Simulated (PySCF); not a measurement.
A GIAO shielding run with PySCF 2.14 (density fitting, non-relativistic, gas phase) on SMILES CC[C@@H]1C[C@H]1N([SiH3])[SiH2]F, C₅H₁₄FNSi₂:

```
$ OMP_NUM_THREADS=1 python probes_run.py task.json out

{"job": {"kind": "nmr", "xc": "PBE0", "basis": "pcSseg-1"}, "charge": 0, "multiplicity": 1}
C      2.777860    -0.667660     0.533942
C      2.276187     0.529311    -0.268152
C      0.851364     0.319404    -0.726007
C     -0.055608     1.488652    -0.984917
C     -0.277393     0.604819     0.212798
N     -1.444088    -0.219107     0.312044
Si    -2.815048     0.590354     1.036826
Si    -1.437742    -1.782184    -0.410557
F     -2.765085    -2.530254     0.098580
H      2.141211    -0.830767     1.400271
H      2.760708    -1.567084    -0.077315
H      3.796979    -0.502044     0.875533
H      2.919253     0.680822    -1.139355
H      2.331181     1.430377     0.346575
H      0.732521    -0.528005    -1.389090
H     -0.757575     1.407323    -1.800434
H      0.325032     2.486366    -0.826465
H     -0.000232     1.037853     1.170463
H     -3.915558    -0.355904     1.082131
H     -3.137492     1.774466     0.230832
H     -2.388471     1.015838     2.376279
H     -1.590971    -1.770747    -1.862577
H     -0.331785    -2.584845     0.091612
```

Hardware: 1 thread of an Intel Xeon, shared host. The job also computes population analyses, field gradients, ring-centre shieldings.

Task: How large is the calculation?

Result: 88 electrons, 237 basis functions and 1270 auxiliary functions.

Task: How long does it take, and how much memory does it need?

Result: 3.2 min of wall time, with 12 SCF cycles and 4 response iterations; peak memory 1.1 GiB. Times on a shared host scatter by some tens of per cent.
